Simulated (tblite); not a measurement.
Run record: tight-binding relaxation, `[BH3-][N+]#CCC(=C)CC#N`.

Computed with GFN2-xTB geometry optimisation, gas phase (tblite 0.8.0). Start geometry: from a force field or distance geometry. The command runs a driver script over a list of jobs; the input below is this job's line of settings and its coordinates in Å.

Command:
```bash
OMP_NUM_THREADS=1 python probes_run.py task.json out
```

Input:
```
{"job": {"kind": "relax", "xc": "GFN2-xTB", "basis": "xTB"}, "charge": 0, "multiplicity": 1}
B      3.647500    -0.205900     0.107400
N      2.201800     0.212600     0.241100
C      1.099000     0.531000     0.383000
C     -0.309100     0.954400     0.538600
C     -1.144200    -0.013300    -0.177900
C     -0.570500    -1.011500    -0.830100
C     -2.634300     0.074600    -0.257000
C     -3.183000    -0.007800     1.105300
N     -3.620500    -0.094000     2.193400
H      3.908900    -1.121500     0.795000
H      3.770900    -0.522200    -1.029500
H      4.371600     0.689300     0.353200
H     -0.443400     1.957000     0.088400
H     -0.579500     1.078200     1.606500
H     -1.104600    -1.757200    -1.392200
H      0.518100    -1.108200    -0.792000
H     -3.068800    -0.719800    -0.899200
H     -2.868700     1.070600    -0.670100
```

Output:
```
step      E/eV     max force
  0    -663.99797    4.009
  1    -663.81325   12.272
  2    -664.21414    1.031
  3    -664.25484    0.907
  4    -664.31363    1.592
  5    -664.35591    1.429
  6    -664.38918    0.557
  7    -664.40629    0.433
  8    -664.42084    0.508
  9    -664.43363    0.484
... (49 lines left out)
 59    -664.50441    0.080
 60    -664.50481    0.053
 61    -664.50517    0.058
 62    -664.50548    0.051
 63    -664.50569    0.042
 64    -664.50579    0.026
 65    -664.50582    0.016
 66    -664.50585    0.015
 67    -664.50587    0.014
 68    -664.50588    0.008
```

«max force» is the largest atomic force in eV/Å.

In short: energy lowered by 11.7 kcal/mol over 68 steps; largest atomic force 0.008 eV/Å at the end.

Time: 0.46 s of wall time. Hardware: an Arm Neoverse V1 with one thread, shared host.
Labels such as C1 count atoms from 1, the log's own numbers from 0.
